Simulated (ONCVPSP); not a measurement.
Cl: one change to an ONCV potential, before and after

```
Element                 : Cl
Generator               : ONCVPSP 4.0.1
Type                    : optimised norm-conserving Vanderbilt (ONCV)
Functional              : PBE
Relativity              : non-relativistic
Frozen core             : [Ne]
Valence charge          : 7
Reference configuration : 3s2 3p5
Partial waves           : 3s: rc 1.05 bohr, ncon 5, nbas 10, qcut 6.8 1/bohr, 2 projectors, debl 1.9 Ha; 3p: rc 1.45 bohr, ncon 4, nbas 8, qcut 4.7 1/bohr, 3 projectors, debl 0.4 Ha
Local potential         : polynomial inside 0.70 bohr (lpopt 4, dvloc0 0 Ha)
Core correction         : Teter function fitted to the true core (icmod 2), fcfact 0.25
```

All-electron outer shells of the reference configuration (PBE, non-relativistic, ld1.x):

```tsv
shell	level (eV)	outermost node (bohr)	outermost maximum (bohr)
2s	-250.98	0.12	0.36
2p	-191.57	–	0.30
3s	-20.53	0.56	1.29
3p	-8.61	0.53	1.43
```

Change: p: rc 1.04.

Cutoffs: the cutoffs (Ha) at which the residual kinetic energy of the hardest occupied pseudo-wave falls to 1 and 0.1 mHa per electron; they do not see the model core or the augmentation charge, which bear on the density cutoff. Errors are all-electron minus pseudo energies relative to the spin-unpolarised reference configuration.

Task: What does the change do?

Result: The potential gets neither clearly harder nor softer (222 Ha and 270 Ha → 222 Ha and 270 Ha); both files keep a bound ghost (p, s); of the 4 tests that both files solve, the error grows in 0 and shrinks in 3 by more than 15 % and 0.3 meV (median size 30.0 → 23.8 meV). Less of the atom is replaced, so other configurations are described better.

```tsv
quantity	base	changed
cutoff, loose	222 Ha	222 Ha
cutoff, tight	270 Ha	270 Ha
loose cutoff by channel	s 222 Ha, p 7.6 Ha	s 222 Ha, p 131 Ha
bound ghosts	s, p	s, p
GHOST(+) flags under 300 eV	none	p at 295.2 eV
error for 3s2 3p4, meV [ΔE 13.89 eV]	+1.5	+1.0
error for 3s2 3p3, meV [ΔE 39.35 eV]	+12	+9.0
error for 3s2 3p2, meV [ΔE 77.66 eV]	+48	+39
error for 3s2 3p1, meV [ΔE 129.90 eV]	+134	+119
s: phases at 1.07 bohr within 0.05 rad from the reference energy up to (Ha; the scan ends near 5)	to the end of the scan	to the end of the scan
rms error of d²Exc/dni dnj with the model core, mHa	0.44	0.36
```

 A true bound ghost makes a file unfit for plane-wave use even where its test errors are small: the radial tests pick states by their node count and pass the ghost by.
